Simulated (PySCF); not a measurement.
An excited-state job on `C#[C][GeH]([C]#C)[S][GeH3]`.

Computed with TDDFT B3LYP/def2-SVPD, vertical, gas phase, core orbitals frozen in the response (PySCF 2.14.0, density-fitted response routines). Geometry: GFN2-xTB. A driver script takes a list of jobs; this job's settings line and coordinates (Å) are shown.

Command:
```bash
OMP_NUM_THREADS=1 python probes_run.py task.json out
```

Input:
```
{"job": {"kind": "uv", "xc": "B3LYP", "basis": "def2-SVPD", "nstates": 8, "ntriplets": 3}, "charge": 0, "multiplicity": 1}
C     -2.144928     1.196714     1.269413
C     -1.664215     0.835815     0.227362
Ge    -0.784420     0.305307    -1.379219
C     -0.629869    -1.594857    -1.341025
C     -0.457995    -2.785039    -1.311379
S      1.222510     1.256321    -1.543144
Ge     2.073332     0.679539     0.399254
H     -2.593400     1.505697     2.171222
H     -1.574127     0.743020    -2.587334
H     -0.332576    -3.830794    -1.291315
H      2.039712    -0.807326     0.607677
H      3.492513     1.155723     0.362789
H      1.349073     1.340366     1.536725
```

What does the run print?

```
coarse grid: 56704 points
cycle   1  E = -4707.3791028332  dE = -4.596e-01  |g| = 8.022e-01  |ddm| = 1.083e+01
cycle   2  E = -4707.3283428636  dE =  5.076e-02  |g| = 9.733e-01  |ddm| = 3.238e+00
cycle   3  E = -4707.4900373611  dE = -1.617e-01  |g| = 6.053e-02  |ddm| = 1.782e+00
cycle   4  E = -4707.4899864180  dE =  5.094e-05  |g| = 6.116e-02  |ddm| = 1.651e-01
cycle   5  E = -4707.4909046230  dE = -9.182e-04  |g| = 1.816e-02  |ddm| = 9.461e-02
cycle   6  E = -4707.4909845481  dE = -7.993e-05  |g| = 3.451e-03  |ddm| = 3.273e-02
cycle   7  E = -4707.4909883410  dE = -3.793e-06  |g| = 8.017e-04  |ddm| = 1.015e-02
final grid: 114888 points
cycle   8  E = -4707.4909680431  dE =  1.467e-07  |g| = 1.133e-03  |ddm| = 9.654e-03
cycle   9  E = -4707.4909673159  dE =  7.272e-07  |g| = 1.965e-03  |ddm| = 5.039e-03
cycle  10  E = -4707.4909683797  dE = -1.064e-06  |g| = 4.069e-04  |ddm| = 3.043e-03
cycle  11  E = -4707.4909684225  dE = -4.286e-08  |g| = 4.646e-05  |ddm| = 5.861e-04
cycle  12  E = -4707.4909684231  dE = -5.602e-10  |g| = 1.481e-05  |ddm| = 8.893e-05
converged SCF energy = -4707.4909684231

Static polarisability (au): isotropic 122.688, principal 113.339 125.374 129.352

Singlet excitations
state   eV       nm        f      main configurations
  1   4.9807    248.9   0.01822   H->L 0.98
  2   5.6161    220.8   0.00337   H->L+1 0.57, H->L+2 0.38
  3   5.7191    216.8   0.00305   H->L+2 0.52, H->L+1 0.30, H-2->L 0.13
  4   5.7648    215.1   0.00043   H-2->L 0.73, H->L+1 0.08
  5   5.9023    210.1   0.00454   H-4->L 0.64, H-1->L 0.17
  6   6.0368    205.4   0.03995   H-1->L 0.53, H->L+3 0.11, H-4->L 0.10
  7   6.0638    204.5   0.00530   H-3->L 0.56, H-2->L+1 0.20
  8   6.2380    198.8   0.01260   H-1->L+1 0.61, H-3->L+3 0.09, H->L+3 0.08

Triplet excitations (Tamm-Dancoff, eV): 4.5922 4.9787 5.0346
```

The SCF starts on a coarse grid where the log names one; the energy can jump when the final grid takes over, and dE then counts from the start density on the new grid. H and L stand for HOMO and LUMO; the number after each pair is its weight.

Which computed singlet has the largest oscillator strength, and what do all of them sum to?

State 6 at 6.04 eV (205 nm), f = 0.040; the 8 states sum to 0.087.

Give the mean polarisability as a volume in Å³, and the ratio of the largest to the smallest principal value.

122.688 au × 0.148185 = 18.18 Å³; 129.352/113.339 = 1.14.

Main results: HOMO -7.16 eV, LUMO -1.22 eV; lowest singlet 4.98 eV; lowest triplet 4.59 eV (Tamm–Dancoff); mean polarisability 122.7 au.

 The B3LYP/def2-SVPD calculation is non-relativistic and has no spin–orbit coupling, an omission that weighs most on germanium.

How long does this job take on Intel Xeon at 2.50 GHz, one thread, no GPU, shared host? And the peak memory of the process?

About 2.0 min, with 0.91 GiB resident at the peak, the Python interpreter and its libraries included.

One conformer stands for the species.
Labels such as C1 count atoms from 1, the log's own numbers from 0.
